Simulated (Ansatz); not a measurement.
Reaction (β-hydride elimination): `CC[SiH2]I` → `[SiH3]I` + `C=C`

Gas-phase electronic energies from Ansatz, PBE0-D4/def2-TZVP geometries. CCSD(T)/CBS is the MP2 limit (def2-TZVPP, def2-QZVPP) plus CCSD(T) − MP2 in def2-TZVPP, frozen cores. This one scheme is used for every species. Functionals use def2-TZVPP. Elements past krypton have def2 core potentials. For I outer-core shells are correlated without core-valence functions, which leaves a few kJ/mol of doubt a bond. One conformer a species, not always the lowest.

| level | ΔE (kcal/mol) |
| --- | --- |
| PBE0-D4 | 39.3 |
| PBE | 34.7 |
| MP2/def2-TZVPP | 37.7 |
| CCSD(T)/def2-TZVPP | 34.4 |

Question: What does CCSD(T)/CBS give? (Best estimate.)

Answer: Computed: +35.0 kcal/mol. The listed levels differ from it by 4.3, -0.3, 2.7, -0.6 kcal/mol.

Largest T1 diagnostic among the species: 0.011.

In def2-TZVPP, CCSD(T) changes the Hartree–Fock value by +7.1 kcal/mol (the triples alone add +0.4 kcal/mol) and MP2 by +10.5 kcal/mol. The D4 term adds +3.7 kcal/mol with B3LYP and +2.1 kcal/mol with PBE0; it sums over pairs of atoms, weighted by their polarisabilities, and B3LYP, whose exchange is more repulsive, gets the larger term. From PBE to PBE0 (25 % exact exchange), in def2-TZVPP and without D4, ΔE moves by +2.6 kcal/mol.

B3LYP here is the variant with VWN-RPA as its local correlation; programs differ in this.
